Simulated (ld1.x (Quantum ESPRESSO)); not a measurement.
**Before and after: ultrasoft potential for silicon (Si)**

```json
{"Element": "Si (Z = 14)", "Generator": "ld1.x (Quantum ESPRESSO) 7.5", "Type": "ultrasoft", "Functional": "LDA (PZ)", "Relativity": "non-relativistic", "Frozen core": "[Ne]", "Valence charge": "4", "Reference configuration": "3s1 3p3", "Partial waves": "3s (bound): rcut 1.60, rcutus 1.75 bohr; 3s channel at 1.1 Ry: rcut 1.60, rcutus 1.75 bohr; 3p (bound): rcut 1.65, rcutus 2.00 bohr; 3p channel at 0.55 Ry: rcut 1.65, rcutus 2.00 bohr; 3d channel at 0.25 Ry: rcut 1.60, rcutus 2.05 bohr; 3d channel at 2.75 Ry: rcut 1.60, rcutus 2.05 bohr", "Local potential": "all-electron potential smoothed inside 1.45 bohr (lloc = -1)", "Core correction": "Bessel-smoothed model core, default radius (core density twice the valence density)", "Augmentation charge": "built from norm-conserving waves at rcut, not smoothed further"}
```

Change: waves 3p (bound): rcut 1.65, rcutus 2.14 bohr; 3p channel at 0.55 Ry: rcut 1.65, rcutus 2.14 bohr.

Cutoffs: the cutoffs (Ry, on a coarse ladder) from which the occupation-weighted sum of valence levels, in a spherical-Bessel basis at the reference potential, stays within 10 and 1 mRy of its value at 400 Ry; they do not see the model core or the augmentation charge, which bear on the density cutoff. Errors are all-electron minus pseudo energies relative to the spin-unpolarised reference configuration.

Q: How do hardness, ghosts and transferability respond?

A: The potential gets neither clearly harder nor softer (10 Ry and 15 Ry → 10 Ry and 15 Ry); the s channel sets the loose cutoff, while the largest relative change is in p, which becomes harder; the errors of the 9 common tests hardly move; neither file shows a bound ghost.

| quantity | base | changed |
| --- | --- | --- |
| cutoff, loose | 10 Ry | 10 Ry |
| cutoff, tight | 15 Ry | 15 Ry |
| loose cutoff by channel (10 mRy a level) | s 8 Ry, p 6 Ry | s 8 Ry, p 8 Ry |
| bound ghosts | none | none |
| error for 3s2 3p2, meV [ΔE -6.75 eV] | -0.7 | -0.7 |
| error for 3s2 3p1, meV [ΔE 1.09 eV] | +0.2 | +0.2 |
| error for 3s2 3p0, meV [ΔE 17.22 eV] | +11 | +11 |
| error for 3s1 3p0, meV [ΔE 51.29 eV] | +39 | +39 |
| error for 3s2 3p2.3, meV [ΔE -7.71 eV] | -0.6 | -0.6 |
| error for 3s0 3p4, meV [ΔE 6.91 eV] | -0.9 | -0.8 |
| error for 3s1 3p2, meV [ΔE 8.44 eV] | +1.1 | +1.1 |
| error for 3s1 3p3 (spin-polarised), meV [ΔE -3.07 eV] | +21 | +21 |
| error for 3s2 3p2 (spin-polarised), meV [ΔE -7.36 eV] | +3.1 | +3.1 |
| lowest overlap eigenvalue by channel | s 0.32, p 0.67, d 0.96 | s 0.32, p 0.74, d 0.96 |
